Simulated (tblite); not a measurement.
Record of a relaxation.

Species: CH₉AsOSi₂.
Bonds: C1–As2, As2–Si3, Si3–O4, O4–Si5. Hydrogens: H6, H7, H8 on C1; H9 on As2; H10, H11 on Si3; H12, H13, H14 on Si5.

Computed with GFN2-xTB (tblite), gas phase: L-BFGS steps from a force-field or distance-geometry start until the largest atomic force falls under 0.01 eV/Å. 14 of its 82 geometries are shown.

Step 0: E = -454.6110 eV, largest atomic force 2.804 eV/Å
```
atom  x, y, z in Å  |  force x, y, z in eV/Å
C1      2.477    0.552   -0.520   -0.143   0.601   0.181
As2     1.567   -1.049   -1.232    0.050   0.105  -0.028
Si3    -0.514   -0.343   -0.517    0.511  -0.431   0.514
O4     -0.599   -0.415    1.187   -2.236   0.961  -1.393
Si5    -2.157    0.164    1.635    0.924  -0.398   0.423
H6      3.519    0.562   -0.862   -0.170   0.134   0.211
H7      1.961    1.472   -0.893    0.497  -0.642   0.397
H8      2.447    0.544    0.595    0.082   0.015  -0.801
H9      1.399   -0.425   -2.641   -0.136  -0.219   0.430
H10    -0.730    1.045   -0.971   -0.178  -0.097   0.147
H11    -1.549   -1.215   -1.119    0.028   0.249   0.199
H12    -2.319    1.559    1.190    0.123  -0.257   0.014
H13    -2.303    0.120    3.100    0.367  -0.121  -0.329
H14    -3.201   -0.677    1.026    0.280   0.100   0.035
```

Step 6: E = -455.0137 eV, largest atomic force 0.305 eV/Å
```
atom  x, y, z in Å  |  force x, y, z in eV/Å
C1      2.498    0.563   -0.528    0.075   0.146   0.111
As2     1.620   -1.071   -1.202   -0.077   0.120   0.075
Si3    -0.481   -0.363   -0.581   -0.132  -0.078   0.252
O4     -0.781   -0.337    1.038   -0.051   0.007   0.044
Si5    -2.201    0.179    1.669    0.224  -0.093  -0.056
H6      3.544    0.598   -0.837    0.003   0.051   0.024
H7      1.993    1.471   -0.868    0.096  -0.135   0.012
H8      2.464    0.544    0.563    0.070   0.009  -0.037
H9      1.353   -0.468   -2.567    0.009  -0.157   0.023
H10    -0.759    1.022   -0.959   -0.003   0.179  -0.237
H11    -1.560   -1.190   -1.112   -0.080  -0.096  -0.236
H12    -2.312    1.553    1.199   -0.160   0.125   0.109
H13    -2.187    0.072    3.127    0.234  -0.080  -0.179
H14    -3.190   -0.680    1.034   -0.208   0.002   0.096
```

Step 12: E = -455.1324 eV, largest atomic force 0.270 eV/Å
```
atom  x, y, z in Å  |  force x, y, z in eV/Å
C1      2.556    0.586   -0.503   -0.088   0.044   0.020
As2     1.615   -1.045   -1.097   -0.089  -0.250   0.049
Si3    -0.546   -0.358   -0.627    0.089   0.139  -0.208
O4     -0.859   -0.316    0.975    0.005  -0.012  -0.171
Si5    -2.240    0.191    1.665    0.115  -0.064   0.089
H6      3.600    0.652   -0.812   -0.057  -0.197  -0.058
H7      2.040    1.471   -0.857   -0.054   0.179   0.033
H8      2.527    0.564    0.585    0.045   0.124   0.075
H9      1.323   -0.592   -2.506    0.159   0.015  -0.064
H10    -0.778    1.035   -1.082   -0.052  -0.154  -0.038
H11    -1.590   -1.206   -1.241    0.154   0.119   0.021
H12    -2.412    1.593    1.290   -0.100  -0.030   0.067
H13    -1.939   -0.022    3.068   -0.043   0.007   0.097
H14    -3.297   -0.657    1.120   -0.084   0.080   0.088
```

Step 19: E = -455.2186 eV, largest atomic force 0.234 eV/Å
```
atom  x, y, z in Å  |  force x, y, z in eV/Å
C1      2.540    0.604   -0.469    0.040  -0.072  -0.030
As2     1.607   -1.065   -1.014   -0.023   0.093   0.121
Si3    -0.550   -0.321   -0.731   -0.177   0.117  -0.098
O4     -0.923   -0.296    0.856   -0.065   0.074   0.017
Si5    -2.227    0.172    1.700   -0.134   0.050   0.093
H6      3.567    0.575   -0.833    0.050   0.049  -0.046
H7      2.064    1.515   -0.825   -0.048  -0.052  -0.078
H8      2.587    0.648    0.618   -0.060  -0.066   0.033
H9      1.429   -0.699   -2.469    0.183   0.016  -0.031
H10    -0.828    1.042   -1.234    0.045  -0.072   0.019
H11    -1.554   -1.184   -1.363   -0.009  -0.036  -0.068
H12    -2.528    1.580    1.417    0.134  -0.045   0.056
H13    -1.783   -0.086    3.066   -0.059   0.013  -0.057
H14    -3.400   -0.588    1.259    0.123  -0.071   0.069
```

Step 25: E = -455.2623 eV, largest atomic force 0.129 eV/Å
```
atom  x, y, z in Å  |  force x, y, z in eV/Å
C1      2.554    0.610   -0.452   -0.088  -0.064  -0.030
As2     1.574   -1.049   -0.923   -0.009  -0.026  -0.088
Si3    -0.611   -0.283   -0.821    0.051  -0.011   0.000
O4     -1.039   -0.228    0.752    0.050  -0.046  -0.026
Si5    -2.249    0.171    1.753   -0.011   0.036  -0.118
H6      3.567    0.555   -0.857   -0.047   0.042   0.113
H7      2.068    1.506   -0.835    0.011  -0.010  -0.001
H8      2.606    0.675    0.635    0.068   0.051  -0.048
H9      1.597   -0.781   -2.418   -0.009  -0.033   0.097
H10    -0.857    1.064   -1.351   -0.016   0.059  -0.041
H11    -1.550   -1.192   -1.492   -0.017   0.018  -0.002
H12    -2.543    1.586    1.538    0.023   0.059   0.070
H13    -1.684   -0.135    3.059   -0.026  -0.003   0.027
H14    -3.433   -0.604    1.390    0.020  -0.072   0.049
```

Step 31: E = -455.2697 eV, largest atomic force 0.068 eV/Å
```
atom  x, y, z in Å  |  force x, y, z in eV/Å
C1      2.543    0.605   -0.451    0.014   0.031   0.020
As2     1.566   -1.055   -0.912   -0.003  -0.007  -0.005
Si3    -0.616   -0.273   -0.843    0.047  -0.032   0.028
O4     -1.050   -0.225    0.731   -0.015   0.017  -0.026
Si5    -2.249    0.175    1.746    0.054  -0.016  -0.010
H6      3.559    0.557   -0.842    0.019  -0.022  -0.019
H7      2.065    1.501   -0.840   -0.033  -0.004  -0.010
H8      2.616    0.689    0.633   -0.052   0.014   0.041
H9      1.625   -0.801   -2.402   -0.030  -0.028   0.011
H10    -0.863    1.074   -1.379   -0.003   0.031  -0.018
H11    -1.552   -1.185   -1.514   -0.020   0.024  -0.008
H12    -2.538    1.598    1.575    0.011   0.010   0.007
H13    -1.680   -0.141    3.052    0.003   0.002   0.000
H14    -3.429   -0.622    1.423    0.009  -0.020  -0.012
```

Step 37: E = -455.2724 eV, largest atomic force 0.072 eV/Å
```
atom  x, y, z in Å  |  force x, y, z in eV/Å
C1      2.541    0.609   -0.441   -0.038  -0.003  -0.014
As2     1.563   -1.056   -0.894    0.006  -0.044   0.057
Si3    -0.613   -0.267   -0.863   -0.052   0.019  -0.022
O4     -1.065   -0.211    0.703    0.020   0.009   0.019
Si5    -2.241    0.173    1.747    0.006  -0.009   0.045
H6      3.558    0.553   -0.835   -0.026   0.016   0.048
H7      2.056    1.496   -0.845    0.010   0.009  -0.011
H8      2.601    0.707    0.644   -0.009  -0.007  -0.040
H9      1.630   -0.836   -2.385    0.005   0.007  -0.029
H10    -0.861    1.079   -1.408    0.032  -0.002   0.002
H11    -1.557   -1.169   -1.540    0.013   0.011  -0.003
H12    -2.535    1.599    1.606    0.005  -0.006  -0.013
H13    -1.654   -0.150    3.044    0.013  -0.002  -0.019
H14    -3.422   -0.632    1.445    0.013   0.002  -0.020
```

Step 44: E = -455.2776 eV, largest atomic force 0.048 eV/Å
```
atom  x, y, z in Å  |  force x, y, z in eV/Å
C1      2.502    0.610   -0.437    0.006  -0.003   0.006
As2     1.549   -1.075   -0.867   -0.005   0.031  -0.036
Si3    -0.614   -0.254   -0.879   -0.008   0.009  -0.029
O4     -1.046   -0.184    0.691    0.010  -0.017   0.001
Si5    -2.215    0.166    1.755   -0.004   0.016  -0.012
H6      3.532    0.552   -0.790    0.004   0.005   0.005
H7      2.030    1.489   -0.874   -0.006  -0.028  -0.022
H8      2.529    0.734    0.646   -0.028  -0.001   0.003
H9      1.627   -0.886   -2.366    0.035  -0.009   0.014
H10    -0.816    1.096   -1.436    0.012  -0.021   0.035
H11    -1.570   -1.130   -1.572   -0.004   0.012   0.034
H12    -2.510    1.592    1.626   -0.033   0.005   0.007
H13    -1.618   -0.161    3.046    0.013  -0.019  -0.020
H14    -3.381   -0.655    1.433    0.005   0.019   0.014
```

Step 50: E = -455.2811 eV, largest atomic force 0.057 eV/Å
```
atom  x, y, z in Å  |  force x, y, z in eV/Å
C1      2.473    0.611   -0.433    0.006  -0.016  -0.001
As2     1.538   -1.085   -0.852    0.011  -0.036  -0.003
Si3    -0.615   -0.243   -0.900    0.039  -0.016   0.039
O4     -1.036   -0.168    0.673   -0.004   0.026  -0.003
Si5    -2.190    0.169    1.757   -0.023  -0.013  -0.027
H6      3.516    0.554   -0.745    0.017  -0.006   0.002
H7      2.008    1.470   -0.913    0.008   0.008   0.002
H8      2.456    0.757    0.647   -0.024   0.034   0.005
H9      1.661   -0.932   -2.349    0.015   0.008  -0.033
H10    -0.778    1.114   -1.445   -0.018   0.023   0.002
H11    -1.592   -1.097   -1.584   -0.032  -0.009  -0.006
H12    -2.519    1.590    1.652    0.015  -0.009   0.006
H13    -1.569   -0.187    3.027    0.018   0.011   0.013
H14    -3.353   -0.657    1.442   -0.030  -0.004   0.005
```

Step 56: E = -455.2827 eV, largest atomic force 0.035 eV/Å
```
atom  x, y, z in Å  |  force x, y, z in eV/Å
C1      2.466    0.607   -0.434    0.004   0.003  -0.001
As2     1.544   -1.095   -0.864    0.003   0.019   0.003
Si3    -0.608   -0.246   -0.895   -0.015   0.001  -0.015
O4     -1.023   -0.163    0.680    0.002  -0.010  -0.003
Si5    -2.189    0.166    1.752    0.013  -0.008   0.031
H6      3.515    0.553   -0.728   -0.002   0.001   0.024
H7      2.006    1.461   -0.928    0.019  -0.013  -0.008
H8      2.425    0.766    0.644   -0.005  -0.003  -0.017
H9      1.673   -0.929   -2.361   -0.008   0.006  -0.004
H10    -0.771    1.118   -1.428   -0.002  -0.015  -0.006
H11    -1.604   -1.089   -1.570    0.011   0.009   0.003
H12    -2.516    1.587    1.649    0.000   0.011   0.001
H13    -1.566   -0.184    3.025   -0.008   0.006  -0.007
H14    -3.353   -0.658    1.436   -0.011  -0.007  -0.001
```

Step 62: E = -455.2836 eV, largest atomic force 0.051 eV/Å
```
atom  x, y, z in Å  |  force x, y, z in eV/Å
C1      2.456    0.606   -0.435    0.013   0.016   0.008
As2     1.544   -1.097   -0.864   -0.006  -0.039  -0.023
Si3    -0.606   -0.244   -0.901   -0.025   0.012   0.005
O4     -1.021   -0.158    0.674    0.007  -0.011   0.007
Si5    -2.180    0.161    1.758   -0.032   0.024  -0.032
H6      3.516    0.551   -0.681    0.019  -0.020  -0.011
H7      2.015    1.449   -0.962    0.012   0.028  -0.020
H8      2.373    0.784    0.637   -0.020   0.012   0.030
H9      1.678   -0.940   -2.363   -0.006   0.009   0.012
H10    -0.759    1.120   -1.437   -0.001   0.010  -0.003
H11    -1.616   -1.070   -1.574    0.009  -0.023  -0.010
H12    -2.510    1.584    1.662    0.004  -0.023   0.005
H13    -1.546   -0.187    3.025   -0.003  -0.010   0.010
H14    -3.345   -0.664    1.439    0.030   0.016   0.022
```

Step 69: E = -455.2859 eV, largest atomic force 0.048 eV/Å
```
atom  x, y, z in Å  |  force x, y, z in eV/Å
C1      2.460    0.607   -0.435    0.003  -0.004  -0.003
As2     1.543   -1.094   -0.883   -0.010   0.025   0.019
Si3    -0.612   -0.245   -0.900    0.038   0.001   0.021
O4     -1.019   -0.171    0.678   -0.032   0.015   0.000
Si5    -2.178    0.161    1.761    0.013  -0.002  -0.039
H6      3.533    0.529   -0.626   -0.033  -0.017   0.019
H7      2.066    1.447   -1.006    0.007  -0.014   0.025
H8      2.319    0.806    0.628    0.004   0.009  -0.047
H9      1.668   -0.917   -2.378    0.001   0.005  -0.008
H10    -0.767    1.117   -1.437   -0.017   0.006   0.011
H11    -1.615   -1.079   -1.574   -0.003  -0.014  -0.006
H12    -2.504    1.583    1.664    0.005  -0.009  -0.007
H13    -1.550   -0.187    3.031    0.015  -0.007   0.015
H14    -3.345   -0.663    1.454    0.008   0.006   0.000
```

Step 75: E = -455.2870 eV, largest atomic force 0.019 eV/Å
```
atom  x, y, z in Å  |  force x, y, z in eV/Å
C1      2.452    0.608   -0.434   -0.003  -0.006   0.004
As2     1.536   -1.091   -0.882   -0.002  -0.001   0.002
Si3    -0.616   -0.240   -0.915    0.002   0.003  -0.003
O4     -1.032   -0.161    0.660    0.007  -0.006  -0.001
Si5    -2.167    0.158    1.768    0.001  -0.005   0.016
H6      3.532    0.503   -0.550   -0.003   0.005  -0.006
H7      2.110    1.436   -1.053    0.007  -0.005  -0.006
H8      2.249    0.848    0.610   -0.003  -0.005   0.005
H9      1.675   -0.923   -2.379   -0.001   0.003   0.011
H10    -0.771    1.123   -1.449   -0.016   0.010   0.000
H11    -1.615   -1.077   -1.592    0.009   0.000   0.004
H12    -2.497    1.579    1.685    0.003   0.006  -0.002
H13    -1.518   -0.201    3.026    0.007   0.006  -0.014
H14    -3.338   -0.667    1.482   -0.007  -0.005  -0.010
```

Step 81: E = -455.2873 eV, largest atomic force 0.010 eV/Å
```
atom  x, y, z in Å  |  force x, y, z in eV/Å
C1      2.452    0.607   -0.432    0.003   0.002  -0.001
As2     1.533   -1.091   -0.878    0.000   0.002   0.002
Si3    -0.617   -0.236   -0.917   -0.008   0.002  -0.004
O4     -1.036   -0.162    0.657    0.005  -0.002  -0.002
Si5    -2.167    0.157    1.769    0.002   0.001  -0.002
H6      3.531    0.500   -0.546    0.007  -0.005   0.005
H7      2.116    1.433   -1.057   -0.009  -0.001   0.001
H8      2.245    0.851    0.610    0.001   0.002   0.000
H9      1.676   -0.924   -2.374    0.001  -0.002  -0.003
H10    -0.781    1.127   -1.451   -0.006  -0.002   0.004
H11    -1.610   -1.079   -1.595    0.001   0.000  -0.001
H12    -2.496    1.579    1.689    0.000   0.001  -0.001
H13    -1.507   -0.201    3.021    0.000   0.000   0.005
H14    -3.340   -0.667    1.484    0.002   0.000  -0.002
```

Q: Summarise the path.

A: The energy falls by 65.25 kJ/mol from step 0 to step 81; nine tenths of that is first reached at step 20. It falls at every step. The largest force goes from 2.804 to 0.010 eV/Å. Among the bonds O4–Si5 changes most, from 1.721 to 1.618 Å; the atoms move by 0.486 Å rms after alignment.

Q: Follow the three bonds and two angles with the largest change from start to end.

A: 
| step | E above end (kJ/mol) | largest force (eV/Å) | O4–Si5 (Å) | Si3–O4 (Å) | As2–H9 (Å) | Si3–O4–Si5 (°) | As2–Si3–H10 (°) |
| --- | --- | --- | --- | --- | --- | --- | --- |
| 0 | 65.25 | 2.804 | 1.721 | 1.708 | 1.550 | 106.9 | 108.9 |
| 4 | 31.08 | 0.437 | 1.633 | 1.641 | 1.515 | 119.7 | 111.4 |
| 7 | 25.26 | 0.348 | 1.635 | 1.645 | 1.516 | 123.4 | 113.3 |
| 11 | 16.75 | 0.393 | 1.624 | 1.633 | 1.507 | 125.1 | 111.3 |
| 14 | 12.70 | 0.284 | 1.625 | 1.632 | 1.517 | 128.1 | 112.3 |
| 18 | 7.44 | 0.268 | 1.620 | 1.628 | 1.515 | 133.5 | 115.5 |
| 21 | 5.39 | 0.322 | 1.625 | 1.635 | 1.510 | 135.4 | 115.5 |
| 25 | 2.41 | 0.129 | 1.620 | 1.632 | 1.519 | 143.1 | 116.4 |
| 28 | 1.91 | 0.098 | 1.620 | 1.631 | 1.508 | 144.0 | 117.0 |
| 32 | 1.63 | 0.068 | 1.621 | 1.633 | 1.514 | 144.2 | 117.3 |
| 35 | 1.51 | 0.042 | 1.619 | 1.631 | 1.512 | 145.5 | 117.7 |
| 39 | 1.27 | 0.126 | 1.619 | 1.631 | 1.508 | 146.2 | 117.4 |
| 42 | 1.00 | 0.045 | 1.619 | 1.631 | 1.513 | 146.3 | 117.0 |
| 46 | 0.81 | 0.080 | 1.618 | 1.630 | 1.511 | 147.1 | 117.1 |
| 49 | 0.63 | 0.056 | 1.618 | 1.631 | 1.509 | 147.3 | 116.7 |
| 53 | 0.48 | 0.041 | 1.618 | 1.630 | 1.512 | 146.6 | 116.5 |
| 56 | 0.44 | 0.035 | 1.618 | 1.631 | 1.512 | 146.5 | 116.6 |
| 60 | 0.40 | 0.029 | 1.618 | 1.631 | 1.512 | 146.7 | 116.4 |
| 63 | 0.31 | 0.052 | 1.618 | 1.631 | 1.514 | 147.3 | 116.3 |
| 67 | 0.21 | 0.037 | 1.619 | 1.632 | 1.511 | 146.5 | 116.2 |
| 70 | 0.10 | 0.050 | 1.620 | 1.632 | 1.512 | 146.9 | 116.1 |
| 74 | 0.03 | 0.026 | 1.618 | 1.631 | 1.513 | 148.1 | 116.3 |
| 77 | 0.02 | 0.017 | 1.618 | 1.631 | 1.512 | 148.3 | 116.4 |
| 81 | 0.00 | 0.010 | 1.618 | 1.631 | 1.512 | 148.4 | 116.9 |

What follows is the cost of the whole relaxation. Hardware: one thread of an Arm Neoverse N1, shared host. Cost: 0.9 s wall.
